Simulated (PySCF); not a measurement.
Electron correlation in Cl (chlorine, neutral)

[Ne] 3s1 3p6, 2S determinant (an excited configuration). Computed with PySCF 2.14 in aug-cc-pVDZ-DK (5s4p2d, 27 functions), with scalar relativity by spin-free X2C-1e. Frozen: [Ne]; 7 electrons correlated.

MP2 pair energies summed by pair of shells (mhartree):

```tsv
pair	energy	share (%)
3p-3p	-191.77	93.5
3s-3p	-13.37	6.5
```

Total MP2 correlation energy: -205.14 mhartree.

Same-spin part -38.84 and opposite-spin part -166.30 mhartree; SCS-MP2 scales them by 1/3 and 6/5 to -212.50 mhartree.
